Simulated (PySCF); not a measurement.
(3R)-1-fluoro-3-methylcyclobutene (C5H7F), SMILES C[C@H]1C=C(F)C1.

Geometry: r2SCAN-D4/def2-SVP.

Method: ωB97X/def2-TZVP run with PySCF.

Isolated molecule, no solvent.

**Question.** Estimate the frontier levels, gap, dipole moment and polarisability. (Estimate from the structure and the level; the computed values follow.)

**Answer.** 
```yaml
highest_occupied_level: -9.39 eV
lowest_empty_level: 2.73 eV
orbital_gap: 12.12 eV
dipole_moment: 1.60 D
quadrupole, principal values (traceless, Buckingham form, about the centre of nuclear charge): -4.39, 0.38, 4.00 D·Å
mean_static_polarisability: 57.1 bohr³ (8.47 Å³)
polarisability_principal_values: 47.1, 58.0, 66.2 bohr³
```
